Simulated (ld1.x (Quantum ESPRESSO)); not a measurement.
Pr (Z = 59): excitation energies, all-electron against TM

ld1.x (Quantum ESPRESSO) 7.5 input, shortened:

```
&input
   title='Pr', zed=59., rel=2, dft='PZ', iswitch=3,
   config='[Xe] 4f2 5d1 6s1.5 6p0', rel_dist='average'
 /
 &inputp
   pseudotype=2, tm=.true., lloc=2,
   nlcc=.true., new_core_ps=.true., rcore=1.60
 /
3
6S  1  0   1.50   0.00  3.80  3.80  0.0
6P  2  1   0.00   0.00  3.90  3.90  0.0
5D  3  2   1.00   0.00  2.90  2.90  0.0
 &test
   configts(1)='5d1 6s1.5 6p0'
 /
```

Open shells are filled in proportion to 2j + 1 (rel_dist='average').

Energies are relative to the spin-unpolarised reference configuration 5d1 6s1.5 6p0; without spin polarisation the order of configurations can differ from experiment. Not all tests gave a result: 2 of 7 tests not solved or not reliable. Left out of the table: 5d0 6s2 6p1 (solver errors, printed error -20.8 eV); 5d1 6s0 6p2 (solver errors, printed error -22.4 eV). The d channel is local and has no spin–orbit splitting in the pseudo-atom.

Problem. Give the all-electron excitation energy and the error of the potential for: 5d1 6s2 6p0; 5d1 6s1 6p0; 5d1 6s0 6p0; 5d2 6s0 6p0; 5d1.5 6s1.5 6p0.

Solution.

| valence configuration | charge | ΔE all-electron (eV) | error AE − PS (meV) |
| --- | --- | --- | --- |
| 5d1 6s2 6p0 | 0 | -2.567 | -0.9 |
| 5d1 6s1 6p0 | +1 | 3.804 | -1.9 |
| 5d1 6s0 6p0 | +2 | 15.330 | -37 |
| 5d2 6s0 6p0 | +1 | 4.164 | -75 |
| 5d1.5 6s1.5 6p0 | 0 | -2.099 | -18 |

Levels in the configuration 5d2 6s0 6p0:

```csv
level,all-electron (eV),pseudo (eV)
5d j=3/2,-7.562,-7.315
5d j=5/2,-7.341,-7.315
```

These tests converged, but a pseudo level misses the all-electron one widely, so the file describes the atom poorly there or has found another state: 5d1 6s0 6p0: empty 6p by 3.1 eV.

Note: ghost states, extra bound levels that the all-electron valence spectrum of the same l lacks: s at -25.6 eV, p3/2 at -5.6 eV, p1/2 at -3.4 eV. A true bound ghost makes a file unfit for plane-wave use.
